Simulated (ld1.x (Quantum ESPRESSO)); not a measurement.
Pseudopotential generation for tungsten (W): PAW, revPBE, fully relativistic.

ld1.x (Quantum ESPRESSO) 7.5 input, shortened:

```
&input
   title='W', zed=74., rel=2, dft='REVPBE', iswitch=3,
   config='[Xe] 4f14 5d4.5 6s1.5 6p0', rel_dist='average'
 /
 &inputp
   pseudotype=3, lpaw=.true., tm=.true., lloc=-1, rcloc=1.78,
   nlcc=.true., new_core_ps=.true.,
   which_augfun='BESSEL', rmatch_augfun=1.26
 /
6
5S  1  0   2.00   0.00  1.44  1.64  0.0
6S  2  0   1.50   0.00  1.44  1.64  0.0
5P  2  1   6.00   0.00  2.20  2.34  0.0
6P  3  1   0.00   0.00  2.20  2.34  0.0
5D  3  2   4.50   0.00  1.40  1.68  0.0
5D  3  2   0.00   2.35  1.40  1.68  0.0
 &test
   configts(1)='5s2 5p6 5d4.5 6s1.5 6p0'
 /
```

Open shells are filled in proportion to 2j + 1 (rel_dist='average').

Poles of the logarithmic derivatives, all-electron (AE) and pseudo (PS). s: poles at -5.7, 2.6 (AE) and -5.7, 2.6 (PS) Ry. p1/2: poles at -3.5, 3.9 (AE) and -3.5, 3.4 (PS) Ry. p3/2: poles at -2.8, 4.6 (AE) and -3.2, -2.8, 3.8 (PS) Ry. d3/2: poles at 0.4 (AE) and 0.4 (PS) Ry. d5/2: poles at 0.5 (AE) and 0.5 (PS) Ry. Test radius 2.56 bohr.

- Configuration tests: test run stopped at test 6 of 7 (negative norm?)

The ghost test of this file was not conclusive.
